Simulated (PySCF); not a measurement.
## Finite-field polarisability of As (arsenic, neutral)

[Ar] 3d10 4s2 4p3, high-spin 4S determinant. All numbers are calculated (PySCF 2.14, the spin-free X2C one-electron Hamiltonian (Gaussian nucleus), in aug-cc-pVTZ-DK (7s6p4d2f, 59 functions)). Frozen: [Ar] 3d10. Energy changes in a uniform field (μhartree):

| axis | F (au) | HF | MP2 | CCSD | CCSD(T) |
| --- | --- | --- | --- | --- | --- |
| x | 0.0026 | -102.236 | -101.959 | -102.036 | -102.292 |
| x | 0.0052 | -409.233 | -408.129 | -408.439 | -409.468 |

Derive α along x at CCSD(T) from the two fields.

With ΔE = −αF²/2 − γF⁴/24, α = −(16 ΔE(F) − ΔE(2F))/(6F²) = 30.26 bohr³.

And the mean polarisability at each level?

HF 30.24, MP2 30.16, CCSD 30.18, CCSD(T) 30.26 bohr³. Reference: 30 ± 1 bohr³ (recommended; Schwerdtfeger and Nagle, table of static dipole polarizabilities (2023 update)).
